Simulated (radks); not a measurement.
The nuclear charge of the silver ion Ag+ is varied continuously with 46 electrons held in [Kr] 4d10. Method: Dirac Kohn-Sham, PBEsol, spin-unpolarised, spherical densities, point nucleus; computed with a radial shooting solver on a logarithmic mesh with Libxc functionals. By the Hellmann-Feynman theorem dE/dZ = E(electron-nucleus)/Z, the electronic potential at the nucleus.

| Z | E (hartree) | E(electron-nucleus)/Z (hartree) | HOMO | e(HOMO) (eV) | <r> HOMO (bohr) |
|---|---|---|---|---|---|
| 46 | -5044.48056 | -265.888 | 4d5/2 | -3.884 | 1.604 |
| 46.5 | -5178.43917 | -269.944 | 4d5/2 | -9.193 | 1.487 |
| 47 | -5314.42336 | -273.992 | 4d5/2 | -15.418 | 1.396 |
| 47.5 | -5452.43057 | -278.037 | 4d5/2 | -22.429 | 1.322 |
| 48 | -5592.46030 | -282.082 | 4d5/2 | -30.147 | 1.259 |

The central difference of E at Z = 47 is -273.991 hartree, to compare with the third column; the second derivative is -8.09 hartree.
